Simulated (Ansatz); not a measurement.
H2AlBCl, SMILES `[BH2][Al-][Cl]` (near-degenerate singlet) (charge -1, multiplicity 1). This singlet lies within 0.05 eV of the relaxed triplet at the level B3LYP/aug-cc-pVTZ // PBE0-D3(BJ)/def2-TZVPD (Ansatz, a quantum-chemistry and plane-wave program).

Cartesian coordinates (Å):
SMILES: [Al-]([BH2])[Cl]
```xyz
5

B     -0.7553     0.2214    -0.3808
Al     0.7086    -0.4448     0.9181
Cl     2.8839    -0.4420     0.4348
H     -1.5136    -0.5984    -0.8686
H     -1.3237     1.2638    -0.1035
```
Charge -1, spin multiplicity 1.

The restricted HF start is unstable towards unrestricted orbitals.

Give the natural occupations of the active orbitals, the CASSCF energy and the corrected energy for frozen-core fic-MRCISD+Q@CASSCF(2e,2o)/aug-cc-pVTZ // PBE0-D3(BJ)/def2-TZVPD in Ansatz.


The natural occupations comes out as 1.85, 0.15 and the CASSCF energy is -727.3388 Ha. The corrected energy comes out as -727.7544 Ha. The weight of the reference is 0.870.
